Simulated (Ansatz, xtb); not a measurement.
Species: TiO (charge 0, triplet). The spin state was set by rule; other spins were not relaxed. 
Structure (B3LYP-D3(BJ)/def2-TZVP (Ansatz, a program for electronic structure) minimum search):
SMILES: [O]=[Ti]
```xyz
2

Ti     0.0000     0.0000    -0.4300
O      0.0000     0.0000     1.1824
```
Charge 0, spin multiplicity 3.

Harmonic wavenumbers from GFN2-xTB (xtb, at its own minimum), cm⁻¹: 703.

**Question.** Give the harmonic wavenumbers at B3LYP-D3(BJ)/def2-TZVP (Ansatz, finite differences of forces, unscaled).

**Answer.** 1050 cm⁻¹. Zero-point energy 1.5 kcal/mol.

**Question.** From these and the geometry, give the ideal-gas thermochemistry at 298.15 K and 1 atm (rigid rotor, harmonic oscillator).

**Answer.** Point group C∞v, rotational symmetry number 1. Rotational constants 16.21, 16.21 GHz. S(trans) 38.38, S(rot) 13.81, S(vib) 0.08, S(elec, spin only) 2.18, S 54.4 cal/(mol K). H(298) - H(0) 2.09 kcal/mol; G - E(el) -12.6 kcal/mol.
